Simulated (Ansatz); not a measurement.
Compare A (`F/[C]([AlH2])=C\[SiH3]`) with its isomer B (`F/C=[C](/[AlH2])[SiH3]`).

Program: Ansatz. Geometries: PBE0-D4/def2-TZVP. ΔE: electronic, gas phase. CCSD(T)/CBS adds triple-zeta CCSD(T) − MP2 to the extrapolated MP2 energy (def2 sets, frozen cores). Double bonds are as drawn, so ΔE can hold a change between cis and trans. Functionals use def2-TZVPP. B3LYP here is the variant with VWN-RPA as its local correlation; programs differ in this.

Q: Which is lower in electronic energy at CCSD(T)/CBS, and by how much? (Best estimate.)

A: The calculation gave: B, by 24.3 kJ/mol.

Q: Give E(B) − E(A) in kJ/mol with B3LYP, B2PLYP, B3LYP-D4, r2SCAN-D4, PBE0-D4, MP2/def2-TZVPP, CCSD(T)/def2-TZVPP. (An estimate is asked.)

A: The calculation gave: B3LYP -19.9, B2PLYP -23.3, B3LYP-D4 -22.0, r2SCAN-D4 -26.6, PBE0-D4 -26.7, MP2/def2-TZVPP -30.0, CCSD(T)/def2-TZVPP -25.3. None reverses the order clearly.

Largest T1 diagnostic: 0.013.

In def2-TZVPP, CCSD(T) changes the Hartree–Fock value by −3.3 kJ/mol (the triples alone add −1.0 kJ/mol) and MP2 by −8.0 kJ/mol.
